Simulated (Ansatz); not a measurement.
PBE exchange is replaced step by step with exact exchange (0 % is PBE, 25 % PBE0; no dispersion term), basis def2-TZVP, Ansatz. System: TaSeCl₃. Charge 0, multiplicity 1. Geometry: r2SCAN-D4/def2-SVP.

Geometry of the singlet:

```xyz
5

Ta   -0.009   -0.004    0.033
Se    0.602    0.234   -2.154
Cl   -1.769    1.406    0.430
Cl    1.793    0.550    1.331
Cl   -0.618   -2.186    0.359
```

In the def2 sets Ta takes a core potential; there is no spin–orbit coupling.

```csv
exact exchange (%),HOMO (eV),LUMO (eV),gap (eV)
0,-6.76,-3.72,3.04
5,-6.98,-3.59,3.39
10,-7.20,-3.45,3.75
15,-7.42,-3.32,4.10
25,-7.86,-3.04,4.83
35,-8.30,-2.75,5.56
50,-8.96,-2.30,6.67
```
